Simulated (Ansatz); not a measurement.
| atom | x (Å) | y (Å) | z (Å) |
| --- | --- | --- | --- |
| Si | -0.0035 | 0.0093 | -0.0010 |
| H | 0.8571 | 0.8706 | 0.8610 |
| H | 0.8663 | -0.8647 | -0.8704 |
| H | -0.8696 | 0.8674 | -0.8588 |
| H | -0.8570 | -0.8558 | 0.8682 |

Basis set: 6-31G* (spherical functions). Correlated methods keep 5 orbitals frozen. Charge 0, multiplicity 1.

Computed with Ansatz (development build ahead of 0.2.0); each method stands on the lowest determinant of its kind that the runs found. Restricted open shells among the atoms or ions are ROHF, correlated in semicanonical orbitals with singles.

**Question.** Give the atomization energy at this shape (free ground-state atoms in the same class of orbitals less the molecule, no zero-point energy) of singlet SiH4 by RHF-MP2, RHF.

**Answer.**

| method | atomization energy |
| --- | --- |
| RHF-MP2 | 1159.9 kJ/mol |
| RHF | 1055.2 kJ/mol |
